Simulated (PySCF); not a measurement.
## Calculated NMR parameters of trifluoroacetic acid

```yaml
Formula: C2HF3O2
SMILES: O=C(O)C(F)(F)F
InChI: InChI=1S/C2HF3O2/c3-2(4,5)1(6)7/h(H,6,7)
Degrees_of_unsaturation: 1
Carbon_signals: 2
Proton_signals: 1
```

Atoms are numbered as in `[O:1]=[C:2]([OH:3])[C:4]([F:5])([F:6])[F:7]` (H(Xn): hydrogen on atom n).

PySCF calculation with geometry from PBE0-D3(BJ)/def2-TZVP and shieldings: GIAO B97-2/pcSseg-2; no relativistic terms, rapidly exchanging positions averaged, no solvent, a single conformation.

Shifts are taken against calculated references (same method and geometry level): TMS for ¹H (31.64 ppm) and ¹³C (185.38 ppm); ¹⁹F (175.98 ppm) vs CFCl3; H2O for ¹⁷O (327.66 ppm).

```tsv
carbon	δC, type	δH (multiplicity)	HMBC from (2–3 bonds)	span of the C tensor (ppm)
C2	165.8, C	–	–	156
C4	125.4, C	–	–	36
```

Other nuclei:
| atoms | nucleus | environment | δ (ppm) | σ (ppm) |
| --- | --- | --- | --- | --- |
| H(O3) | ¹H | hydrogen on an acid hydroxyl oxygen | 6.44 | 25.19 |
| F5/F6/F7 | ¹⁹F | fluorine of a CF3 group | -86.1 | 262.1 |
| O1 | ¹⁷O | carbonyl oxygen | 418.6 | -90.9 |
| O3 | ¹⁷O | acid hydroxyl oxygen | 191.4 | 136.2 |

Carbon types of the structure: 2 × C, leaving 1 H on heteroatoms. δC 165.8: carboxylic acid carbon; lone-pair donation from the attached heteroatom keeps it upfield of a ketone carbonyl. δC 125.4: CF3 carbon; 3 electronegative neighbours deshield it. δH 6.44: hydrogen on an acid hydroxyl oxygen; exchangeable; this is the value without hydrogen bonding to other molecules.

OH and NH positions are those of a molecule without intermolecular hydrogen bonds; in solution they move with solvent, concentration and temperature, and exchange usually removes their couplings. Splittings by ¹⁹F in the carbon and heteronuclear signals aren't shown, as no couplings were computed. Shifts are as computed. Against solution values, carbons near 30 ppm lie about +3 ppm off and those near 130 ppm about +7 ppm. Of 1211 compounds with measured shifts, 218 miss one by over three times the rms of a fit or turn the order of signals round; such compounds aren't used in these exercises. In solution the two oxygens of a carboxylic acid exchange roles by proton transfer and give one 17O line. Hydrogen bonding in solution shields acid and N–H amide carbonyl oxygens by tens of ppm. Hydrogen bonding in solution deshields acid and N–H amide carbonyl carbons by as much as 10 ppm beyond these values. Unscaled 19F shifts against computed CFCl3 carry errors that often reach 10 to 50 ppm. Unscaled 17O shifts of doubly bonded oxygen tend to come out too high, by tens of ppm or more. Experimental scales use liquid or dissolved standards, which lie at an offset from isolated H2O (liquid H2O: subtract about 36 ppm).
